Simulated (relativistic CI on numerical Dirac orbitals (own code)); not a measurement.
# Spin-allowed bands of a d8 ion in a tetrahedral site, by hand

Problem. Take Δ = 5460 cm⁻¹ and B = 600 cm⁻¹ for a d8 ion in a tetrahedral site. Calculate the three spin-allowed bands.

Working.
1. The terms of highest spin are 3F (energy 0) and 3P (15B = 9000 cm⁻¹). Here the F term splits into A2 at +1.2Δ = 6552, T2 at +0.2Δ = 1092 and T1 at −0.6Δ = -3276 cm⁻¹.
2. The two T1 states mix through the element 0.4Δ: H = [[-3276, 2184], [2184, 9000]], with roots ½(H₁₁ + H₂₂) ∓ ½√[(H₂₂ − H₁₁)² + 4H₁₂²] = ½(5724) ∓ ½(13030) = -3653 and 9377 cm⁻¹.
3. The ground term is 3T1 at -3653 cm⁻¹.
4. Bands: 3T2 4745 cm⁻¹ (2107 nm), 3A2 10205 cm⁻¹ (980 nm), 3T1(P) 13030 cm⁻¹ (767 nm).

Check. Exact diagonalisation of the whole d8 shell with these parameters gives 3T2 4745, 3A2 10205, 3T1 13030 cm⁻¹. The match is exact, since without spin-orbit coupling no other term has this spin. The ratio of the second band to the first, 2.151, depends on Δ/B = 9.1 alone, which is how a Tanabe-Sugano diagram is read.
